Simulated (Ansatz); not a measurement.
Species: [In(Cl)3(NH3)] (charge 0, multiplicity 1).

Question: Give a relaxed geometry from B3LYP-D3(BJ)/def2-SVP in Ansatz (a quantum-chemistry and plane-wave program).

Answer: the end point of this relaxation.
Cartesian coordinates (Å) in one orientation:
```xyz
8

In     0.044     0.082    -0.187
Cl    -0.852    -1.659    -1.515
Cl    -1.210     2.075     0.042
Cl     2.393     0.202     0.066
N     -0.444    -0.828     1.884
H     -0.909    -1.732     1.773
H     -1.061    -0.204     2.409
H      0.416    -0.966     2.422
```
